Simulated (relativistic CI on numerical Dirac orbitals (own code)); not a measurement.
## Calculated levels, Br¹⁷⁺

Calculated at this level of theory: Dirac-Coulomb-Breit CI, orbitals from a KLI potential per configuration, model QED (radiative potential, 1s self-energy scaled to tabulated hydrogen-like ionisation energies), unscaled Slater integrals (own radial code, finite nucleus).

Configuration list (outside the closed core [Ne]): 3s2 3p6, 3s2 3p5 3d, 3s 3p6 3d, 3s2 3p5 4s, 3s2 3p5 4p, 3s2 3p5 4d, 3s 3p6 4s, 3s2 3p5 4f, 3s 3p6 4p, 3p6 3d 4p, 3s 3p6 4d, 3s 3p6 4f, 3s2 3p5 5s, 3s2 3p5 5p, 3s2 3p5 5d, 3s2 3p5 5f, 3s2 3p5 5g, 3s 3p6 5s, 3s2 3p5 6s, 3s 3p6 5p, 3s2 3p5 6p, 3s2 3p5 6d, 3s 3p6 5d, 3p6 3d2, 3p5 3d3, 3p5 3d2 4s, 3p5 3d2 4p, 3p5 3d2 4d, 3p6 3d 4s, 3p5 3d 4s2, 3p5 3d 4s 4p, 3p5 3d 4s 4d. Double excitations out of closed p, d and f shells are left out; levels of such configurations are missing from the list, as are those of other unlisted configurations, and high levels can miss mixing partners. These lack a partner that the ground configuration has and come out too high: 3s2 3p5 4f, 3s2 3p5 5s, 3s2 3p5 5p, 3s2 3p5 5d, 3s2 3p5 5f.

| No. | Configuration | Term | J | E (eV) | % | Lifetime (s) | jj configuration (%) |
| --- | --- | --- | --- | --- | --- | --- | --- |
| 1 | 3s2 3p6 | 1S | 0 | 0.000 | 100 |  | closed (100) |
| 2 | 3s2 3p5 3d | 3P° | 0 | 84.061 | 100 |  | 3p3/2^3 3d3/2 (100) |
| 3 | 3s2 3p5 3d | 3P° | 1 | 85.407 | 96 | 1.51e-08 | 3p3/2^3 3d3/2 (71) |
| 4 | 3s2 3p5 3d | 3P° | 2 | 88.215 | 85 | 1.71e-03 | 3p3/2^3 3d5/2 (61) |
| 5 | 3s2 3p5 3d | 3F° | 4 | 89.227 | 100 |  | 3p3/2^3 3d5/2 (100) |
| 6 | 3s2 3p5 3d | 3F° | 3 | 89.678 | 80 | 4.34e-01 | 3p3/2^3 3d3/2 (91) |
| 7 | 3s2 3p5 3d | 3F° | 2 | 91.854 | 61 | 4.28e-03 | 3p3/2^3 3d3/2 (62) |
| 8 | 3s2 3p5 3d | 3D° | 3 | 95.944 | 62 | 1.64e-03 | 3p3/2^3 3d5/2 (97) |
| 9 | 3s2 3p5 3d | 3D° | 1 | 99.103 | 94 | 1.94e-10 | 3p1/2 3p3/2^4 3d3/2 (47) |
| 10 | 3s2 3p5 3d | 1D° | 2 | 99.417 | 43 | 1.77e-04 | 3p1/2 3p3/2^4 3d3/2 (82) |
| 11 | 3s2 3p5 3d | 3D° | 2 | 102.185 | 55 | 1.53e-04 | 3p1/2 3p3/2^4 3d5/2 (83) |
| 12 | 3s2 3p5 3d | 1F° | 3 | 103.123 | 48 | 9.79e-05 | 3p1/2 3p3/2^4 3d5/2 (93) |
| 13 | 3s2 3p5 3d | 1P° | 1 | 126.478 | 98 | 1.83e-12 | 3p3/2^3 3d5/2 (49) |
| 14 | 3s 3p6 3d | 3D | 1 | 169.316 | 100 | 8.87e-12 | 3s 3d3/2 (100) |
| 15 | 3s 3p6 3d | 3D | 2 | 169.904 | 99 | 8.84e-12 | 3s 3d3/2 (69) |
| 16 | 3s 3p6 3d | 3D | 3 | 170.999 | 100 | 8.84e-12 | 3s 3d5/2 (100) |
| 17 | 3s 3p6 3d | 1D | 2 | 179.048 | 99 | 8.90e-12 | 3s 3d5/2 (69) |
| 18 | 3s2 3p5 4s | 3P° | 2 | 335.975 | 99 | 9.93e-09 | 3p3/2^3 4s (99) |
| 19 | 3s2 3p5 4s | 1P° | 1 | 337.392 | 54 | 2.80e-12 | 3p3/2^3 4s (98) |
| 20 | 3p6 3d2 | 3F | 2 | 344.573 | 97 |  | 3d3/2^2 (81) |
| 21 | 3s2 3p5 4s | 3P° | 0 | 345.346 | 99 | 1.01e-08 | 3p1/2 3p3/2^4 4s (99) |
| 22 | 3p6 3d2 | 3F | 3 | 345.754 | 100 |  | 3d3/2 3d5/2 (100) |
| 23 | 3s2 3p5 4s | 3P° | 1 | 346.298 | 54 | 3.45e-12 | 3p1/2 3p3/2^4 4s (98) |
| 24 | 3p6 3d2 | 3F | 4 | 347.010 | 99 |  | 3d5/2^2 (71) |
| 25 | 3p6 3d2 | 1D | 2 | 350.613 | 63 |  | 3d3/2 3d5/2 (77) |
| 26 | 3p6 3d2 | 3P | 0 | 350.787 | 99 |  | 3d3/2^2 (71) |
| 27 | 3p6 3d2 | 3P | 1 | 351.326 | 100 |  | 3d3/2 3d5/2 (100) |
| 28 | 3p6 3d2 | 3P | 2 | 352.660 | 65 |  | 3d5/2^2 (93) |
| 29 | 3p6 3d2 | 1G | 4 | 353.442 | 99 |  | 3d3/2 3d5/2 (71) |
| 30 | 3s2 3p5 4p | 3S | 1 | 357.453 | 78 | 4.42e-12 | 3p3/2^3 4p1/2 (67) |

Energies count from the lowest computed level; ° marks odd parity; lifetimes are radiative, by E1, M1, E2, M2, E3 decay to levels of this space only; some are left blank where a channel outside the calculation adds to the decay or the decay crosses a small, uncertain gap. Filled j subshells are mostly left out of the jj labels.

The mean weight of the leading LS term, summed over parents, in these 30 levels is 84 %, and that of the leading jj configuration (from the same eigenvectors) 83 %.

At this charge energies of transitions that change n are usually good to better than 1 %, and those within a shell (Δn = 0) to a few per cent.

LS names give the leading component of a level, which can be under half, so a name can repeat, a term be missing and a line seem to break the LS rules.
